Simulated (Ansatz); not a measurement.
## Isomers

Structures of AlBH4O2, closed shell, relaxed at PBE0-D4/def2-TZVP (vibrations not checked; lower isomers may exist, and structures with a doubtful reference or unclear bonds are left out). Ansatz 0.2.0; basis: def2-TZVPP; cores frozen in the correlated methods. B3LYP uses VWN-RPA correlation.

(1) Rank them by CCSD(T) energy, lowest first, and give each one's height above the lowest. Links in brackets join atoms within 1.22 times the sum of their covalent radii (1.1 for two metals). (An estimate is asked for; the value comes from the calculation.)
A.
AlBH₄O₂ ([OH][B][O][AlH3])
```
8
angstrom
O -0.5361 1.7688 1.1286
B -0.2135 0.7066 0.4486
O 0.1139 -0.2418 -0.2357
Al 0.4969 -1.9846 -1.0643
H -0.9739 1.6808 1.9804
H 1.1875 -1.5114 -2.4256
H 1.4422 -2.6017 0.0721
H -0.9971 -2.5562 -1.1497
```
B.
AlBH₄O₂ ([O][B][AlH2][OH2])
```
8
angstrom
O -1.0302 0.0602 0.9900
B 1.3156 0.8224 -0.9157
O 1.9602 1.8195 -1.1311
Al 0.0832 -0.8403 -0.4127
H -0.5857 0.2506 1.8238
H -1.5250 0.8453 0.7297
H 0.7594 -1.9319 0.5226
H -1.0530 -1.1888 -1.4644
```
C.
AlBH₄O₂ ([OH][BH][AlH][OH])
```
8
angstrom
O -2.0456 -0.0504 0.7424
B -1.0991 -0.2140 -0.2145
Al 0.9398 0.2199 0.3148
O 2.0917 0.0073 -0.9246
H -2.9371 -0.2597 0.4457
H -1.4569 -0.5926 -1.3050
H 1.4835 0.7153 1.7307
H 3.0235 0.1741 -0.7896
```
D.
AlBH₄O₂ ([OH][B]([OH])[AlH2])
```
8
angstrom
O -0.2467 1.2936 0.5158
B -0.2479 -0.0745 0.5186
O -0.7424 -0.8132 1.5585
Al 0.5616 -1.1067 -1.1823
H -0.6191 1.7169 1.2985
H -1.0959 -0.3104 2.3019
H 2.1051 -1.4935 -1.2655
H -0.3537 -1.5208 -2.4191
```

(2) Do PBE-D4, r2SCAN-D4, PBE0-D4, B3LYP-D4, wB97M-V, HF, MP2 give the same order? (Judge from chemistry; the calculation decides.)

The T1 diagnostic stays at or below 0.016.

For scale, one of the runs: CCSD(T)/def2-TZVPP, 191 basis functions, launched by `ansatz run in.yaml --threads 2 --pin off --events-out ev --progress --plain --max-ram 4352MiB`. Hardware: 2 CPU threads of an Arm Neoverse V1, shared host. Wall time 57 s; peak host memory 2.1 GiB.

Answers

(1) Computed: A (0.0 kJ/mol), C (14.0 kJ/mol), D (26.9 kJ/mol), B (37.7 kJ/mol). Heights count from the lowest.

(2) By the calculation: All do.
